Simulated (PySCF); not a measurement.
## Electronic structure of Cr²⁺ (chromium, charge +2) at the B3LYP level

Configuration: [Ar] 3d4, high-spin 5D determinant. Computed with PySCF 2.14 in aug-cc-pVDZ-DK, with scalar relativity by spin-free X2C-1e.

```
Total energy                                                  : -1049.919 hartree
One-electron energy                                           : -1428.077 hartree
Hartree (Coulomb) energy                                      : 426.844 hartree
Exchange-correlation energy                                   : -48.687 hartree
⟨S²⟩                                                          : 6.0005
⟨L²⟩                                                          : 6.005
Sum of ⟨r⟩                                                    : 14.64 bohr
Sum of ⟨r²⟩                                                   : 16.46 bohr²
Traceless quadrupole moment −½Σ⟨3z² − r²⟩ along its main axis : -0.506 e·bohr²
Langevin diamagnetic susceptibility                           : -13.0 ×10⁻⁶ cm³/mol
Time after the integrals                                      : 1.1 s of wall time on 1 thread of Neoverse-V1 (shared host)
```

| shell | electrons | mean orbital energy (eV) | spread (eV) | rms radius, mean of both spins (bohr) |
| --- | --- | --- | --- | --- |
| 1s α | 1 | -5932.3 | 0 | 0.0734 |
| 1s β | 1 | -5932.3 | 0 | 0.0734 |
| 2s α | 1 | -700.83 | 0 | 0.318 |
| 2s β | 1 | -699.16 | 0 | 0.318 |
| 2p α | 3 | -592.19 | 0.410 | 0.288 |
| 2p β | 3 | -590.77 | 0.786 | 0.288 |
| 3s α | 1 | -100.88 | 0 | 0.965 |
| 3s β | 1 | -96.167 | 0 | 0.965 |
| 3p α | 3 | -71.133 | 0.317 | 1.04 |
| 3p β | 3 | -66.144 | 1.702 | 1.04 |
| 3d α | 4 | -26.033 | 1.258 | 1.36 |

Densities and radii are taken from the X2C orbitals without a picture-change correction, which distorts them close to the nucleus.
